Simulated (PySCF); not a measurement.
Excitations are Tamm–Dancoff values on a coarser integration grid. The basis has no diffuse functions, so Rydberg states are missing or too high.

HCl₃OSn, SMILES `[OH][Sn]([Cl])([Cl])[Cl]` (charge 0, multiplicity 1)

All values below come from r2SCAN-D4/def2-TZVP (PySCF).

- HOMO = -8.43 eV
- dipole moment = 1.44 D
- HOMO–LUMO gap = 4.80 eV
- LUMO = -3.62 eV
- S1 excitation (TDA) = 4.89 eV
- S1 oscillator strength = 0.003
- T1 excitation (TDA) = 4.53 eV
- S1–T1 gap (TDA) = 0.36 eV
- total energy = -45468.09 eV
- cost = around 20 core-minutes (rough)

```xyz
6

O     -1.2897    -0.2088    -0.9479
Sn     0.3553     0.0281     0.0513
Cl     0.5724     2.2014     0.7803
Cl     0.3824    -1.3585     1.8918
Cl     2.0504    -0.4917    -1.3945
H     -2.0709    -0.1705    -0.3809
```
